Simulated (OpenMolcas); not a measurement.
## Hf+: CASPT2 settings compared

```
Program             : OpenMolcas 26.06
Basis               : ANO-RCC-VDZ [7s6p4d2f]
Scalar Hamiltonian  : DKH2, point nucleus
Active space        : 3 electrons in 6 orbitals (5d 6s)
State averaging     : 2S+1 = 4 even, 20 roots; 2S+1 = 2 even, 65 roots kept (CI in the orbitals of an earlier block)
Spin-orbit coupling : state interaction with AMFI integrals over the reference wave functions, term energies averaged over their components
```

Methods on the same reference wave functions:
A. CASSCF
B. XMS-CASPT2, IPEA 0.4 Eh, real shift 0.15 Eh (closed shells correlated: none)
C. XMS-CASPT2, IPEA 0.3 Eh, sigma1 regulariser 0.05 Eh (closed shells correlated: none)

Energies in cm-1 above 5d 6s2 2D 3/2, the measured ground level; measured values from NIST Handbook of Basic Atomic Spectroscopic Data.

```tsv
Level	A	B	C	Measured
5d2 6s 4F 3/2 [65 %]	-2216	3060	3140	3645
5d2 6s 4F 5/2 [74 %]	-605	4460	4530	4905
5d 6s2 2D 3/2 [64 %]	0.0	0.0	0.0	0.0
5d2 6s 4F 7/2	1483	5800	5940	6344
5d 6s2 2D 5/2 [74 %]	2091	2690	2760	3051
5d2 6s 4F 9/2	3593	7930	8070	8362
5d2 6s 4P 1/2	8168	11880	11880	
5d2 6s 4P 3/2	9182	12960	12950	
5d2 6s 2P 1/2	11530	14220	14430	
5d3 4F 3/2 [74 %]	13192	16870	16960	
5d2 6s 2G 9/2	14387	18060	18230	
5d3 4F 5/2 [75 %]	14460	18640	18660	
5d3 4F 7/2	16544	20320	20410	
5d2 6s 2D 5/2 [56 %]	16583	17580	17350	
5d3 4F 9/2	18314	22120	22200	
5d3 4P 1/2	23295	26450	26390	
5d3 4P 3/2	23991	27030	26940	
5d3 4P 5/2	25126	28320	28270	
5d3 2H 9/2 [59 %]	25347	28560	28660	
5d3 2G 7/2	26436	29240	29130	
5d3 2H 11/2	28263	31660	31870	
5d3 2G 9/2 [56 %]	29787	32870	32910	
5d3 2D 3/2	29951	31670	31260	
5d3 2D 5/2	32018	33830	33460
```

A puts 5d2 6s 4F 3/2 [65 %] lowest.

Deviations, from unrounded energies. A percentage is the sum of absolute deviations over the sum of measured energies, with the sign that they share, or ± where signs differ.

```
                  Against measurement  Levels      A      B     C
       mean absolute deviation (cm-1)       5   4400    470   370
fine structure of the ground term (%)       1  -31.5  -11.9  -9.5
             other configurations (%)       4  -90.3   -8.6  -6.8
```

C lies closest to measurement on these levels and A furthest from it. The largest miss of C in the table is 5d2 6s 4F 3/2 [65 %], by -500 cm-1. The ranking rests on the paired levels alone, and a cruder setting can come out closer through cancelling errors.

Between B and C the level of the table that moves most is 5d3 2D 3/2, by 410 cm-1 (lowest in C, highest in B). Moves below CASPT2's spread within the term are not significant.

The mean deviations of B to C differ by less than CASPT2's widest spread within a term (290 cm-1), so their order carries little weight.

The lowest spin-free term lies below A's lowest term by 0.021 hartree in B, 0.021 hartree in C.

CASPT2 breaks the degeneracy within a term, and the mean is taken; among the terms shown or strongly mixed into the levels shown the widest spread is 290 cm-1 (5d3 2G, C). Over all roots computed the reference weight is 0.91 to 1.00 in C; the roots of lowest weight are the least certain, and an intruder state may touch them. Terms from blocks run as CI alone lack orbitals of their own. Configurations are named by rounded mean occupations; where the s occupation lies near a half they are strongly mixed, a name can repeat and a true partner stay unpaired. A single d shell beside an s shell can misplace configurations of different d count against each other. Without dynamic correlation excited terms often stand tens of per cent too high (terms of higher spin than the ground term too low), and those without a measured partner can miss by more than the paired ones (holds for A). Some levels mix across a computed gap that differs much from the measured one, so their mixing is not that of the real levels (holds for A). The lowest computed level is not the ground level that NIST lists (2D3/2) (holds for A). The lowest spin-free term belongs to 5d 6s2, not to the configuration of the lowest level (holds for A). Computed and measured levels are paired by configuration, term and J; levels that our copy of the source lacks, or whose pairing is in doubt (as where it misses far off the trend of its configuration), stay unpaired and out of the deviations. Levels of configurations outside the active space are missing. Levels that lie high or do not pair safely by name in every column are left out.

A share in square brackets marks a mixed level and gives the weight of the term that names it, the lowest over the columns.
